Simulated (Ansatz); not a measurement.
```yaml
crystal:
  periodic: [false, false, false]
  atoms:
    - {symbol: Si, position_ang: [-1.644616, -1.089873, -0.765757]}
    - {symbol: F, position_ang: [-3.035155, -1.897066, -0.955324]}
    - {symbol: F, position_ang: [-0.927670, -1.080528, -2.224253]}
    - {symbol: C, position_ang: [-2.038478, 0.660164, -0.284361]}
    - {symbol: Si, position_ang: [-1.100298, 1.418048, 1.121324]}
    - {symbol: F, position_ang: [-1.898011, 2.731254, 1.631461]}
    - {symbol: h, position_ang: [-1.158812, 0.352136, 2.346768]}
    - {symbol: C, position_ang: [0.672372, 1.883495, 0.820641]}
    - {symbol: Si, position_ang: [1.475726, 1.318728, -0.749769]}
    - {symbol: F, position_ang: [0.461668, 1.711986, -1.957388]}
    - {symbol: F, position_ang: [2.818333, 2.190872, -0.990326]}
    - {symbol: C, position_ang: [1.906886, -0.481849, -0.896479]}
    - {symbol: Si, position_ang: [1.269212, -1.646940, 0.394434]}
    - {symbol: F, position_ang: [1.624811, -0.983604, 1.834866]}
    - {symbol: F, position_ang: [2.114919, -3.025186, 0.314996]}
    - {symbol: C, position_ang: [-0.540791, -2.061790, 0.360069]}
    - {symbol: H, position_ang: [-1.927009, 1.287795, -1.186609]}
    - {symbol: H, position_ang: [-3.107286, 0.681330, -0.001228]}
    - {symbol: H, position_ang: [0.717595, 2.988448, 0.821251]}
    - {symbol: H, position_ang: [1.261406, 1.531898, 1.686557]}
    - {symbol: H, position_ang: [1.583433, -0.822230, -1.896437]}
    - {symbol: H, position_ang: [3.010319, -0.549942, -0.868903]}
    - {symbol: H, position_ang: [-0.917839, -1.997453, 1.396450]}
    - {symbol: H, position_ang: [-0.620728, -3.119713, 0.048017]}
basis:
  gaussian: {orbitals: def2-mTZVP}
total_charge: 1
magnetization: {spin_polarized: true, initial_magnetization: 1}
hamiltonian: {xc: {name: wB97X-V}}
scf: {omitted_lower_state_checks: [starts]}
output: {forces: true}
```

```sh
$ ansatz run in.yaml --threads 2 --pin off --events-out ev --progress --plain --max-ram 32768MiB --backend cuda --devices 0, --max-vram 18GiB
```

Shortened log:

```
Error: YAML parse error: error: line 10 column 16: `h` is not an element symbol (H … Og, case-exact)
 8 |     - {symbol: Si, position_ang: [-1.100298, 1.418048, 1.121324]}
 9 |     - {symbol: F, position_ang: [-1.898011, 2.731254, 1.631461]}
10 |     - {symbol: h, position_ang: [-1.158812, 0.352136, 2.346768]}
11 |     - {symbol: C, position_ang: [0.672372, 1.883495, 0.820641]}
12 |     - {symbol: Si, position_ang: [1.475726, 1.318728, -0.749769]}
```

In this input an element symbol is wrong. The input was rejected before any iteration.
